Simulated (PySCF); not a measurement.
A calculated (TPSS, PySCF 2.14, def2-SVP, no relativity, point nucleus) atom or ion has these occupied shells.

| shell | electrons | orbital energy (eV) | rms radius, mean of both spins (bohr) |
| --- | --- | --- | --- |
| 1s α | 1 | -12343.8 | 0.0521 |
| 1s β | 1 | -12343.7 | 0.0521 |
| 2s α | 1 | -1589.0 | 0.217 |
| 2s β | 1 | -1588.9 | 0.217 |
| 2p α | 3 | -1428.1 | 0.191 |
| 2p β | 3 | -1428.0 | 0.191 |
| 3s α | 1 | -230.77 | 0.626 |
| 3s β | 1 | -230.60 | 0.626 |
| 3p α | 3 | -175.23 | 0.643 |
| 3p β | 3 | -175.03 | 0.643 |
| 3d α | 5 | -77.374 | 0.699 |
| 3d β | 5 | -77.093 | 0.699 |
| 4s α | 1 | -38.023 | 1.84 |
| 4s β | 1 | -35.554 | 1.84 |
| 4p α | 2 | -26.450 | 2.15 |

**Question.** Name the element and its charge.

**Answer.** Se²⁺ (selenium, charge +2), in [Ar] 3d10 4s2 4p2, high-spin 3P determinant.
